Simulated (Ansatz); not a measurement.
`B[Si](O)(O)F`, 9 atoms. Total charge 0; spin multiplicity 1. All runs use 2 threads of an Arm Neoverse V2 on a shared host. Correlated methods freeze the cores.

How many basis functions does each run have, and how long does it take in Ansatz? RKS PBE0-D4/def2-QZVPP energy; RKS ωB97M-V/def2-SVP energy; RKS ωB97M-V/def2-QZVPP energy; RKS PBE0-D4/def2-SVP energy; RKS SPW92 (LDA)/def2-TZVPP energy; RHF-CCSD(T)/def2-SVP energy; RKS PBE0-D4/def2-TZVPP energy; RHF-MP2/def2-QZVPP energy; RHF-CCSD(T)/def2-TZVPP energy; RKS LC-ωPBE/def2-TZVPP energy; RKS PBE0-D4/def2-TZVP relaxation (40 steps); RKS HSE06 (plane-wave form)-D4/def2-TZVPP energy. (An estimate is asked.)

The calculation gave: Other jobs shared the machine, so times are rough.

```csv
level,job,functions,wall time,peak host memory (GiB)
RKS PBE0-D4/def2-SVP,energy,94,1.1 s,0.4
RKS SPW92 (LDA)/def2-TZVPP,energy,222,1.5 s,0.25
RKS LC-ωPBE/def2-TZVPP,energy,222,3 s,0.4
RKS PBE0-D4/def2-TZVPP,energy,222,3.6 s,0.45
RKS HSE06 (plane-wave form)-D4/def2-TZVPP,energy,222,3.7 s,0.48
RKS ωB97M-V/def2-SVP,energy,94,4.2 s,0.4
RHF-CCSD(T)/def2-SVP,energy,94,5.5 s,0.4
RKS PBE0-D4/def2-QZVPP,energy,418,8.5 s,1.1
RKS ωB97M-V/def2-QZVPP,energy,418,20 s,1.4
RHF-MP2/def2-QZVPP,energy,418,23 s,2
RKS PBE0-D4/def2-TZVP,relaxation (40 steps),185,2.7 min,0.41
RHF-CCSD(T)/def2-TZVPP,energy,222,2.8 min,3.6
```

LC-ωPBE has ω = 0.4 bohr⁻¹.
